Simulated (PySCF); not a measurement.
# Dipole moment and polarisability of `[SiH3][C@@H]1CCCSC1`

Species: C5H12SSi.
Structure used (GFN2-xTB), in Å, numbered top down from 1:
```xyz
19
C5H12SSi angstrom
Si     2.5168    0.5697    0.2678
C      0.7567    0.1009   -0.3125
C     -0.3068    0.9478    0.3887
C     -1.7138    0.6790   -0.1454
C     -2.1456   -0.7581    0.0912
S     -1.0802   -1.9180   -0.8198
C      0.4998   -1.3778   -0.0854
H      2.6248    0.3164    1.7056
H      2.7266    1.9911   -0.0054
H      3.4877   -0.2464   -0.4594
H      0.6806    0.2874   -1.3903
H     -0.0748    2.0068    0.2539
H     -0.2856    0.7401    1.4629
H     -1.7449    0.8898   -1.2172
H     -2.4246    1.3454    0.3510
H     -2.0949   -1.0180    1.1505
H     -3.1566   -0.9347   -0.2734
H      1.2595   -1.9962   -0.5616
H      0.4653   -1.6159    0.9796
```

Level: CAM-B3LYP/def2-SVPD (PySCF), static field, nuclei fixed, core orbitals frozen in the response. The polarisability tensor in these axes (au):

```
x   120.46   6.21   3.05
y     6.21 103.41   5.72
z     3.05   5.72  89.29
```

Question: Diagonalise the tensor; give its mean and Δα, where Δα² is half the sum of the squared differences of the eigenvalues.

Answer: Principal values 87.24, 102.77 and 123.14 au; mean 104.39 au = 15.47 Å³ = 17.21 × 10⁻⁴⁰ C²·m²/J; Δα = 31.19 au (30 % of the mean).

Question: What is the dipole moment, and where does it point?

Answer: (-0.07, 1.41, 0.92) D, 1.69 D in size, pointing from the negative to the positive side. Measured along this direction, the outermost atoms are H18 and S6 at the negative end and H12 at the positive end.

Question: Rayleigh depolarisation ratio (linearly polarised light, static tensor)?

Answer: ρ = 3Δα²/(45ᾱ² + 4Δα²) = 2918.1/(490334 + 3890.8) = 0.0059.

Question: Estimate the molar refractivity from the static electronic polarisability.

Answer: Lorentz–Lorenz: R = (4π/3)N_A α = 2.5225 cm³/(mol·Å³) × 15.47 Å³ = 39.0 cm³/mol, in the limit of long wavelengths.

Question: In TDDFT the mean static polarisability is Σ f/ω² over all singlet excitations (ω in hartree). How much of it do the 8 lowest give? Their energies (eV) and oscillator strengths: 5.36, 0.0002; 6.09, 0.0422; 6.36, 0.0192; 6.67, 0.0093; 6.96, 0.0177; 7.32, 0.0124; 7.42, 0.0454; 7.54, 0.0222.

Answer: They add up to 2.70 au, 2.6 % of the 104.39 au; the largest single term is 0.84 au, from the state at 6.09 eV. Terms in order: 0.00, 0.84, 0.35, 0.16, 0.27, 0.17, 0.61, 0.29 au. Higher excitations give the rest. The strengths listed sum to 0.169.

Question: Find the Langevin capture rate constant for O2+ (31.990 u) meeting this molecule (132.043 u), k = 2.342 × 10⁻⁹ cm³/s × √(α in Å³ / reduced mass in u).

Answer: The reduced mass is 25.75 u, so k = 1.82 × 10⁻⁹ cm³/s. The formula leaves out the permanent dipole, which adds to the capture rate.

The structure is a single GFN2-xTB conformer in the gas phase; no vibrational or solvent corrections.

These values come from a run that also computed excited states. Hardware: Arm Neoverse V1, one thread, on a shared host. Cost: 73 s, 1.1 GiB resident at most.
